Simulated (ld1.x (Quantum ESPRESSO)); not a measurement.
molybdenum (Mo): one change to a TM potential, before and after

```json
{
  "Element": "Mo",
  "Generator": "ld1.x (Quantum ESPRESSO) 7.5",
  "Type": "norm-conserving Troullier–Martins (Kleinman–Bylander form)",
  "Functional": "PBEsol",
  "Relativity": "scalar-relativistic",
  "Frozen core": "[Ar] 3d10 4s2",
  "Valence charge": "12",
  "Reference configuration": "4p6 4d6 5s0 5p0",
  "Partial waves": "5s (bound, empty): rc 2.80 bohr; 4p (bound): rc 1.65 bohr; 4d (bound): rc 2.60 bohr",
  "Local potential": "the d channel",
  "Core correction": "none"
}
```

Change: wave 5s (bound): rc 2.80 bohr becomes 5s (bound): rc 3.70 bohr.

Cutoffs: the cutoffs (Ry, on a coarse ladder) from which the occupation-weighted sum of valence levels, in a spherical-Bessel basis at the reference potential, stays within 10 and 1 mRy of its value at 400 Ry; they do not see the model core or the augmentation charge, which bear on the density cutoff. Errors are all-electron minus pseudo energies relative to the spin-unpolarised reference configuration.

Task: What does the change do?

Result: The potential gets neither clearly harder nor softer (45 Ry and 55 Ry → 45 Ry and 55 Ry); both files keep a bound ghost (s); of the 7 tests that both files solve, the error grows in 0 and shrinks in 5 by more than 15 % and 0.3 meV (median size 30.0 → 8.4 meV). That the errors move this way runs against the usual rule that smaller radii transfer better.

```csv
quantity,base,changed
"cutoff, loose",45 Ry,45 Ry
"cutoff, tight",55 Ry,55 Ry
bound ghosts,s,s
"error for 4p6 4d5 5s1 5p0, meV [ΔE -0.77 eV]",-13,+6.3
"error for 4p6 4d5 5s0 5p0, meV [ΔE 6.13 eV]",-6.9,-6.9
"error for 4p6 4d4 5s0 5p0, meV [ΔE 21.59 eV]",-30,-30
"error for 4p6 4d5 5s0.5 5p0, meV [ΔE 1.97 eV]",-8.0,+2.7
"error for 4p6 4d4 5s1 5p0, meV [ΔE 7.31 eV]",-41,+31
"error for 4p6 4d4 5s1 5p1, meV [ΔE 2.99 eV]",-69,-8.4
"error for 4p6 4d4 5s2 5p0, meV [ΔE -0.60 eV]",-67,+36
```

 A true bound ghost makes a file unfit for plane-wave use even where its test errors are small: the radial tests pick states by their node count and pass the ghost by.
